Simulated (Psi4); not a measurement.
tungsten atom (W), quintet (core potentials on W); B97M-V/def2-SVP in Psi4 1.11.

Input for Psi4:
```
memory 2 GB

molecule mol {
0 5
  W     0.000000    0.000000    0.000000
}

set basis def2-svp
set reference uks

energy('b97m-v')
print_variables()
```

**Question.** Write the output that Psi4 gives for this input, abridged.

**Answer.** 
```
   => Loading Basis Set <=

    Name: DEF2-SVP
    Role: ORBITAL
    Keyword: BASIS

    !!!  WARNING: ECP capability is in beta. Please check occupations closely.  !!!

         ---------------------------------------------------------
                                   SCF
               by Justin Turney, Rob Parrish, Andy Simmonett
                          and Daniel G. A. Smith
                              UKS Reference
         ---------------------------------------------------------

  ==> Geometry <==

    Molecular point group: d2h
    Geometry (in Angstrom), charge = 0, multiplicity = 5:

       Center              X                  Y                   Z               Mass
    ------------   -----------------  -----------------  -----------------  -----------------
         W            0.000000000000     0.000000000000     0.000000000000   183.950930920000

  Running in d2h symmetry.

  Rotational constants: A = ************  B = ************  C = ************ [cm^-1]
  Rotational constants: A = ************  B = ************  C = ************ [MHz]
  Nuclear repulsion =    0.000000000000000

  Charge       = 0
  Multiplicity = 5
  Electrons    = 14
  Nalpha       = 9
  Nbeta        = 5

  ==> Algorithm <==

  SCF Algorithm Type is DF.
  DIIS enabled.
  MOM disabled.
  Fractional occupation disabled.
  Guess Type is CORE.
  Energy threshold   = 1.00e-06
  Density threshold  = 1.00e-06
  Integral threshold = 1.00e-12

  ==> Primary Basis <==

  Basis Set: DEF2-SVP
    Blend: DEF2-SVP
    Number of shells: 12
    Number of basis functions: 32
    Number of Cartesian functions: 37
    Spherical Harmonics?: true
    Max angular momentum: 3

  Core potential: DEF2-SVP
    Number of shells: 4
    Number of ECP primitives: 10
    Number of ECP core electrons: 60
    Max angular momentum: 3

  ==> DFT Potential <==

   => LibXC <=

    Version 7.1.2
    S. Lehtola, C. Steigemann, M. J. T. Oliveira, and M. A. L. Marques,  SoftwareX 7, 1–5 (2018) (10.1016/j.softx.2017.11.002)

   => Composite Functional: B97M-V <=

    B97M-V GGA Exchange-Correlation Functional

    N. Mardirossian and M. Head-Gordon,  J. Chem. Phys. 142, 074111 (2015) (10.1063/1.4907719)

    Deriv               =              1
    GGA                 =           TRUE
    Meta                =           TRUE

    Exchange Hybrid     =          FALSE
    MP2 Hybrid          =          FALSE

   => Exchange-Correlation Functionals <=

    1.0000   B97M-V exchange-correlation functional

   => LibXC Density Thresholds  <==

    XC_MGGA_XC_B97M_V:  1.00E-15

   => VV10 Non-Local Parameters <=

    VV10 B              =     6.0000E+00
    VV10 C              =     1.0000E-02

   => Molecular Quadrature <=

    Radial Scheme          =       TREUTLER
    Pruning Scheme         =           NONE
    Nuclear Scheme         =       TREUTLER

    Blocking Scheme        =         OCTREE
    BS radius alpha        =              1
    Pruning alpha          =              1
    Radial Points          =             75
    Spherical Points       =            302
    Total Points           =          21436
    Total Blocks           =            240
    Max Points             =            251
    Max Functions          =             32
    Weights Tolerance      =       1.00E-15

   => Loading Basis Set <=

    Name: (DEF2-SVP AUX)
    Role: JKFIT
    Keyword: DF_BASIS_SCF

  ==> Integral Setup <==

  SCF_SUBTYPE=INCORE selected. In-core MEM_DF algorithm will be used.
  Using in-core AOs.

  ==> MemDFJK: Density-Fitted J/K Matrices <==

    J tasked:                   Yes
    K tasked:                    No
    wK tasked:                   No
    Algorithm:                 Core
    Schwarz Cutoff:           1E-12
    Mask sparsity (%):       0.0000
    Fitting Condition:        1E-10

   => Auxiliary Basis Set <=

  Basis Set: (DEF2-SVP AUX)
    Blend: DEF2-UNIVERSAL-JKFIT
    Number of shells: 45
    Number of basis functions: 227
[...]
    DOCC [     2,    0,    0,    0,    0,    1,    1,    1 ]
    SOCC [     1,    1,    1,    1,    0,    0,    0,    0 ]
    NA   [     3,    1,    1,    1,    0,    1,    1,    1 ]
    NB   [     2,    0,    0,    0,    0,    1,    1,    1 ]

   @DF-UKS iter   2:   -63.85692581430924    1.02714e+00   1.29246e-01 ADIIS
   @DF-UKS iter   3:   -66.89737082980136   -3.04045e+00   8.31506e-03 ADIIS/DIIS
   @DF-UKS iter   4:   -66.90408517757994   -6.71435e-03   4.12913e-03 ADIIS/DIIS
   @DF-UKS iter   5:   -66.90650950195555   -2.42432e-03   6.36970e-04 ADIIS/DIIS
   @DF-UKS iter   6:   -66.90657507498860   -6.55730e-05   8.37432e-05 DIIS
   @DF-UKS iter   7:   -66.90657899729968   -3.92231e-06   7.17797e-05 DIIS
   @DF-UKS iter   8:   -66.90657973128297   -7.33983e-07   6.71645e-05 DIIS
   @DF-UKS iter   9:   -66.90657550628256    4.22500e-06   4.51877e-05 DIIS
   @DF-UKS iter  10:   -66.90657176899968    3.73728e-06   4.88431e-06 DIIS
   @DF-UKS iter  11:   -66.90657177211834   -3.11866e-09   1.88073e-06 DIIS
   @DF-UKS iter  12:   -66.90657177318349   -1.06515e-09   5.19094e-07 DIIS
  Energy and wave function converged.

  ==> Post-Iterations <==

   Electrons on quadrature grid:
      Nalpha   =    9.0000000000 ; deviation = 7.105e-15
      Nbeta    =    5.0000000000 ; deviation = -2.665e-15
      Ntotal   =   14.0000000000 ; deviation = 4.441e-15

   @Spin Contamination Metric:   1.348895619E-02
   @S^2 Expected:                6.000000000E+00
   @S^2 Observed:                6.013488956E+00
   @S   Expected:                2.000000000E+00
   @S   Observed:                2.000000000E+00

    Orbital Energies [Eh]
    ---------------------

    Alpha Occupied:

[...]
    Alpha Virtual:

[...]
    Beta Occupied:

[...]
    Beta Virtual:

[...]
    Final Occupation by Irrep:
             Ag   B1g   B2g   B3g    Au   B1u   B2u   B3u
    DOCC [     2,    0,    0,    0,    0,    1,    1,    1 ]
    SOCC [     1,    1,    1,    1,    0,    0,    0,    0 ]
    NA   [     3,    1,    1,    1,    0,    1,    1,    1 ]
    NB   [     2,    0,    0,    0,    0,    1,    1,    1 ]

  @DF-UKS Final Energy:   -66.90657177318349

   => Energetics <=

    Nuclear Repulsion Energy =              0.0000000000000000
    One-Electron Energy =                -112.4590282518416302
    Two-Electron Energy =                  53.0381445420366902
    DFT Exchange-Correlation Energy =      -7.5395802271152146
    Empirical Dispersion Energy =           0.0000000000000000
    VV10 Nonlocal Energy =                  0.0538921637366640
    Total Energy =                        -66.9065717731834866

  UHF NO Occupations:
  HONO-2 :    1B3g 1.0000000
  HONO-1 :    1B1g 1.0000000
  HONO-0 :    1B2g 1.0000000
  LUNO+0 :    4 Ag 0.0064001
  LUNO+1 :    2B2u 0.0001205
  LUNO+2 :    2B3u 0.0001205
  LUNO+3 :    2B1u 0.0000923

Computation Completed

Properties will be evaluated at   0.000000,   0.000000,   0.000000 [a0]

Properties computed using the SCF density matrix

 Multipole Moments:

 ------------------------------------------------------------------------------------
     Multipole            Electronic (a.u.)      Nuclear  (a.u.)        Total (a.u.)
 ------------------------------------------------------------------------------------

 L = 1.  Multiply by 2.5417464519 to convert [e a0] to [Debye]
 Dipole X            :          0.0000000            0.0000000            0.0000000
 Dipole Y            :          0.0000000            0.0000000            0.0000000
 Dipole Z            :          0.0000000            0.0000000            0.0000000
 Magnitude           :                                                    0.0000000

 ------------------------------------------------------------------------------------

  Variable Map:
  ----------------------------------------------------------------------------
[...]
  Array Variable Map:
  ----------------------------------------------------------------------------
[...]
[...]
```
